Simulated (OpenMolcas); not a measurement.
## Computed transition rates of Ni³⁺

```yaml
Program: OpenMolcas 26.06
Method: "MS-RASPT2, IPEA 0.25 Eh, imaginary shift 0.1 Eh (closed shells correlated: 3s 3p)"
Basis: ANO-RCC-VTZP [6s5p3d2f1g]
Scalar_Hamiltonian: DKH2, point nucleus
Active_space: 7 electrons in 9 orbitals (RAS2 3d 4s; RAS3 4p, at most 2 electrons)
State_averaging: 2S+1 = 4 even, 50 roots; 2S+1 = 6 even, 5 roots kept (CI in the orbitals of an earlier block); 2S+1 = 2 even, 83 roots kept (CI in the orbitals of an earlier block); 2S+1 = 4 odd, 5 roots (0 in the spin-orbit step); 2S+1 = 6 odd, 5 roots kept (CI in the orbitals of an earlier block)
Spin-orbit_coupling: RASSI with atomic mean-field integrals over the reference wave functions, term energies averaged over their components
```

Rates come from the transition moments of the reference wave functions (E1 and E2 in the length form). At fixed line strength A goes as λ^-3 for E1 and M1 and as λ^-5 for E2, so a rate at the computed wavelength can be rescaled to the measured one. Measured vacuum wavelengths follow from level energies in Corliss and Sugar, J. Phys. Chem. Ref. Data 10, 197 (1981). Branching counts decays inside the model space alone, at computed energies, and the table is only a selection of the E2 and M1 lines, drawn from those between levels with measured partners whose computed energy lies within a factor of 1.5 of the measured one.

| Upper | Lower | Type | λ computed (nm) | λ measured (nm) | A computed (s-1) | A rescaled (s-1) | Branching % |
| --- | --- | --- | --- | --- | --- | --- | --- |
| 3d7 2D 5/2(2) | 3d7 2G 9/2 | E2 | 205.4 | 207.6 | 7.93e+00 | 7.52e+00 | 44.8 |
| 3d7 2D 3/2(2) | 3d7 2G 7/2 | E2 | 213.2 | 215.5 | 7.93e+00 | 7.52e+00 | 53.1 |
| 3d7 2D 5/2(1) | 3d7 4F 7/2 | M1 | 386.8 | 386 | 1.94e+00 |  | 78.2 |
| 3d7 2D 3/2(1) | 3d7 4F 5/2 | M1 | 374.6 | 374 | 1.85e+00 |  | 53.2 |
| 3d6 4s 6D 1/2 | 3d7 4F 3/2 | E2 | 85.82 | 91.11 | 1.50e+00 |  | 75.9 |
| 3d6 4s 6D 7/2 | 3d7 4F 9/2 | E2 | 84.66 | 89.93 | 1.40e+00 |  | 65.2 |
| 3d6 4s 6D 5/2 | 3d7 4F 7/2 | E2 | 85.16 | 90.44 | 1.22e+00 |  | 56.8 |
| 3d6 4s 6D 3/2 | 3d7 4F 5/2 | E2 | 85.54 | 90.82 | 1.10e+00 |  | 52.9 |
| 3d7 2G 9/2 | 3d7 4F 9/2 | M1 | 505.7 | 504.3 | 1.01e+00 |  | 76.9 |
| 3d6 4s 6D 9/2 | 3d7 4F 9/2 | E2 | 85.19 | 90.57 | 6.67e-01 |  | 65.3 |
| 3d7 2P 1/2 | 3d7 4P 1/2 | M1 | 1981 | 1757 | 3.96e-01 |  | 93.1 |
| 3d7 2G 7/2 | 3d7 4F 7/2 | M1 | 507.2 | 506.1 | 3.84e-01 |  | 53.0 |
| 3d7 2H 9/2 | 3d7 2G 9/2 | M1 | 1194 | 1274 | 3.77e-01 |  | 72.2 |
| 3d7 2P 3/2 | 3d7 4P 5/2 | M1 | 2009 | 1808 | 3.24e-01 |  | 37.3 |
| 3d7 2F 5/2 | 3d7 4F 3/2 | M1 | 245.9 | 245 | 3.13e-01 |  | 34.7 |
| 3d7 2G 7/2 | 3d7 4F 5/2 | M1 | 531.2 | 529 | 2.78e-01 |  | 38.4 |
| 3d7 2H 11/2 | 3d7 2G 9/2 | M1 | 1368 | 1466 | 1.15e-01 |  | 97.9 |
| 3d7 4F 7/2 | 3d7 4F 9/2 | M1 | 8091 | 8405 | 6.38e-02 | 5.69e-02 | 100.0 |
| 3d7 4P 5/2 | 3d7 4F 9/2 | E2 | 548.9 | 551.9 | 6.17e-02 | 6.00e-02 | 69.8 |
| 3d7 4F 5/2 | 3d7 4F 7/2 | M1 | 11230 | 11730 | 4.09e-02 | 3.59e-02 | 100.0 |
| 3d7 4P 1/2 | 3d7 4F 3/2 | E2 | 609.7 | 612.1 | 3.00e-02 | 2.94e-02 | 43.7 |
| 3d7 4P 3/2 | 3d7 4F 7/2 | E2 | 582 | 582.2 | 3.00e-02 | 2.99e-02 | 53.8 |
| 3d7 4P 1/2 | 3d7 4F 5/2 | E2 | 588 | 591.2 | 2.32e-02 | 2.26e-02 | 33.8 |
| 3d7 4P 3/2 | 3d7 4F 5/2 | E2 | 613.8 | 612.6 | 1.69e-02 | 1.71e-02 | 30.2 |
| 3d7 4F 3/2 | 3d7 4F 5/2 | M1 | 16580 | 17280 | 1.42e-02 | 1.25e-02 | 100.0 |

Spin-changing lines and M1 lines between different terms are not rescaled, since their strength hangs on the term gaps too.

The largest correction is for 3d7 4F 5/2 → 3d7 4F 7/2 (M1): 4.09e-02 × (11230 / 11730)^3 = 3.59e-02 s-1, a factor of 0.88.

The computed rate and branching of 3d7 4F 7/2 → 3d7 4F 9/2 give the upper level a radiative lifetime of 1.000 / 6.38e-02 s-1 = 1.57e+01 s, counting decays inside the model space alone. The rescaled rate gives about 1.8e+01 s.

These are rates of the free ion; in crystals, glasses and complexes forced electric-dipole and non-radiative decay shorten such lifetimes by orders of magnitude. No measured rate stands beside these. Rescaling mends the energy factor alone: line strengths can still be far off where a level mixes with configurations outside the active space, and weak or spin-changing lines hang on small mixing coefficients that depend on the term gaps too, so rescaling need not improve them.

CASPT2 breaks the degeneracy within a term, and the mean is taken; among the terms shown or strongly mixed into the levels shown the widest spread is 1700 cm-1 (3d7 4F). Blocks of more than 70 roots (2S+1 = 2 even) ran without multistate coupling. Some high roots are left out of the spin-orbit mixing, which shifts the levels that they would mix with. Terms from blocks run as CI alone lack orbitals of their own. A single d shell beside an s shell can misplace configurations of different d count against each other. The CASPT2 spread within a term exceeds the gap to the next term for 3d7 2H and 3d7 2D(1), so the order of their levels is uncertain. Measured partners are found by configuration, term and J. A level has none where our copy of the source lacks it or the pairing is in doubt (some pairs that miss far off the trend of their configuration count as doubtful). Levels of configurations outside the active space are missing.

A number in round brackets counts repeated terms of one configuration in the order of the reference energies.
